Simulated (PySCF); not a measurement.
**Working out the ionisation energy of Os**

Os [Xe] 4f14 5d6 6s2 (5D) → Os⁺ [Xe] 4f14 5d6 6s1 (6D). Computed with PySCF 2.14 in aug-cc-pVTZ-PP with ECP60MDF, with a scalar-relativistic core potential. Frozen: 5s2 5p6. Energies in hartree (1 hartree = 27.21139 eV):

| part | Os (lower) | Os⁺ (upper) |
| --- | --- | --- |
| UHF | -90.071032 | -89.831267 |
| MP2 opposite-spin | -0.107827 | -0.053725 |
| MP2 same-spin | -0.080852 | -0.077387 |

What does Hartree-Fock give?

(-89.831267) − (-90.071032) = 0.239765 hartree = 6.524 eV.

What do MP2 and SCS-MP2 (6/5 opposite-spin, 1/3 same-spin) give?

The opposite-spin parts differ by 1.472 eV and the same-spin parts by 0.094 eV. MP2: 6.524 + (1.472) + (0.094) = 8.090 eV. SCS-MP2: 6.524 + 1.2 × (1.472) + (0.094)/3 = 8.322 eV.

Measured between the centres of the two terms (NIST): 8.473 eV, so MP2 (valence) is off by -0.383 eV.

What remains against the reference includes basis incompleteness, the frozen core and correlation beyond second order.
